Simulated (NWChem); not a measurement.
Species: C₂H₆FNSi; SMILES FC/N=C\[SiH3]

```xyz
11

F      1.1874     0.9917     0.0001
C      0.0103     1.7232     0.0013
N     -1.1682     0.9582     0.0005
C     -1.1654    -0.3129    -0.0002
Si     0.2931    -1.5592    -0.0009
H      0.0153     2.3678    -0.8949
H      0.0156     2.3655     0.8991
H     -2.1705    -0.7723    -0.0007
H      1.1293    -1.4447     1.2279
H     -0.3536    -2.9089    -0.0010
H      1.1283    -1.4442    -1.2304
```
Atoms are numbered in this order, from 1.

Coordinates come from a PBE0/def2-SVP optimisation.

**Question.** Give the principal values of the shielding tensors (ppm) of F1, C2, N3, C4, Si5 from BHandHLYP/pcSseg-1, GIAO (NWChem), with their diamagnetic and paramagnetic parts as GIAO splits them.

**Answer.** 
```csv
atom,σ11,σ22,σ33,isotropic,diamagnetic,paramagnetic
F1,359.0,380.1,425.4,388.1,474.5,-86.4
C2,56.5,76.2,122.8,85.2,244.2,-159.1
N3,-617.1,-172.2,219.1,-190.1,330.2,-520.3
C4,-109.3,-9.1,144.8,8.8,256.3,-247.5
Si5,400.3,444.1,464.5,436.3,878.6,-442.2
```
